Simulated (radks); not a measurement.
Q: These are the eigenvalues of the occupied orbitals of an atom or ion with whole-number occupations (eV). All-electron calculation, scalar-relativistic Kohn-Sham, PBE, spin-unpolarised, spherical densities, point nucleus. Program: a radial shooting solver on a logarithmic mesh with Libxc functionals.

| orbital | eigenvalue |
|---|---|
| 1s | -88155.53 |
| 2s | -15781.17 |
| 2p | -13536.07 |
| 3s | -3801.083 |
| 3p | -3157.497 |
| 3d | -2501.884 |
| 4s | -873.5998 |
| 4p | -662.7384 |
| 4d | -418.8953 |
| 5s | -160.9343 |
| 4f | -149.6913 |
| 5p | -102.6128 |
| 5d | -37.8467 |
| 6s | -27.4430 |

Which element is it, and in what charge state? The configuration may be excited.

A: Z = 82, lead, charge +2: Pb2+ in [Hg]. The list shows which subshells hold electrons but not how many an open one holds; the 1s level, -3239.7 hartree, gives Z - s = 80.5 by -(Z - s)^2/2, which with screening and relativity narrows Z to a few neighbours, and the depths of the outer levels then fix element, charge and occupations together.
